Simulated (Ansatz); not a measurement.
Ansatz (a first-principles code) input (CCSD(T)/aug-cc-pVTZ):

Ansatz 0.2 input:
```yaml
crystal:
  periodic: [false, false, false]
  atoms:
    - {symbol: Ge, position_ang: [-0.00240866, -0.00173413, 1.02787132]}
    - {symbol: Br, position_ang: [1.02520451, -1.51961699, -0.47004929]}
    - {symbol: Br, position_ang: [-1.02300231, 1.52120248, -0.46971877]}
basis:
  gaussian:
    orbitals: aug-cc-pVTZ
total_charge: 1
magnetization: {spin_polarized: true, initial_magnetization: 1}
correlation: {method: ccsd_t, electrons: outside_noble_gas}
```

End of the output:

```
mean field evaluation 736: about -196465.1211 eV, gradient 1.1e0 eV
mean field evaluation 768: about -196466.3321 eV, gradient 7.8e0 eV
mean field evaluation 800: about -196467.6853 eV, gradient 3.5e-1 eV
mean field -196468.58946628 eV, -7220.0874916929 hartree, gradient 2.6e-6 eV, S^2 0.810227; 16 other end points of the search recorded, 0 dependent functions left out
determinant -196468.58946628 eV, -7220.0874916929 hartree, with singles and doubles -196480.23444474 eV, -7220.5154367581 hartree
determinant -196467.73933170 eV, -7220.0562498231 hartree, with singles and doubles -196479.57348380 eV, -7220.4911468916 hartree
determinant -196467.43621695 eV, -7220.0451105618 hartree, with singles and doubles -196479.25052681 eV, -7220.4792784410 hartree
determinant -196466.36132476 eV, -7220.0056090024 hartree, with singles and doubles -196478.46824810 eV, -7220.4505302286 hartree
determinant -196465.99080643 eV, -7219.9919927048 hartree, with singles and doubles -196478.21847197 eV, -7220.4413511252 hartree
determinant -196465.60592956 eV, -7219.9778487408 hartree, with singles and doubles -196476.81390770 eV, -7220.3897343403 hartree
determinant -196465.50577987 eV, -7219.9741683076 hartree, with singles and doubles -196477.51969695 eV, -7220.4156716169 hartree
determinant -196465.28737888 eV, -7219.9661422191 hartree, with singles and doubles -196476.37643647 eV, -7220.3736575692 hartree
determinant -196465.26665405 eV, -7219.9653805956 hartree, with singles and doubles -196476.87949487 eV, -7220.3921446243 hartree
42 core orbitals not correlated
reference -196468.58946628 eV, -7220.0874916929 hartree; 9, 8 occupied and 126, 127 virtual orbitals, 1141 factors
second order -10.60931929 eV of doubles, -0.00000000 eV of singles
coupled cluster: 1.48 GiB planned
cycle   1  -11.56958492 eV  change   -5.0e-1 eV  update   1.9e-2
cycle   2  -11.58587510 eV  change   -1.6e-2 eV  update   5.2e-3
cycle   3  -11.58460822 eV  change    1.3e-3 eV  update   3.4e-3
cycle   4  -11.58618839 eV  change   -1.6e-3 eV  update   2.4e-3
cycle   5  -11.58719881 eV  change   -1.0e-3 eV  update   1.7e-3
cycle   6  -11.58773662 eV  change   -5.4e-4 eV  update   6.8e-4
cycle   7  -11.58765252 eV  change    8.4e-5 eV  update   2.7e-4
cycle   8  -11.58756472 eV  change    8.8e-5 eV  update   1.3e-4
cycle   9  -11.58750229 eV  change    6.2e-5 eV  update   4.8e-5
cycle  10  -11.58747762 eV  change    2.5e-5 eV  update   1.6e-5
cycle  11  -11.58748275 eV  change   -5.1e-6 eV  update   6.2e-6
perturbative correction -0.62262213 eV, -0.0228809413 hartree
Total energy: -196480.79957116 eV, -7220.5362047709 hartree
```

This state (charge 1, doublet) is run at the relaxed geometry of the species with charge 0 and multiplicity 1.
